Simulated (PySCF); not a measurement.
In(Cl)2(Br), SMILES [Cl][In]([Cl])[Br], PBE0/def2-SVP optimised geometry.

```
4

In    -0.63     0.00     0.00
Cl    -1.81    -2.00     0.00
Cl    -1.82     2.00     0.00
Br     1.82     0.00     0.00
```

Density from PBE0/def2-TZVP, def2 effective core potentials past Kr in PySCF at that geometry. The core electrons that the potentials of In replace are not part of the density.

Minimum of the electron density along straight lines between bonded atoms, close to the bond critical point (lines longer than 1.1 times the sum of covalent radii, or with two minima, are not listed):

```tsv
bond	length / Å	ρ at the minimum / e bohr⁻³	∇²ρ there / e bohr⁻⁵	position (fraction from the first atom)
In1–Cl2	2.324	0.087	0.21	0.48
In1–Cl3	2.324	0.087	0.21	0.48
In1–Br4	2.453	…	…	0.47
```

Problem. What belongs in the gaps?

Solution. 
- In1–Br4, ρ at the minimum / e bohr⁻³: 0.079
- In1–Br4, ∇²ρ there / e bohr⁻⁵: 0.14
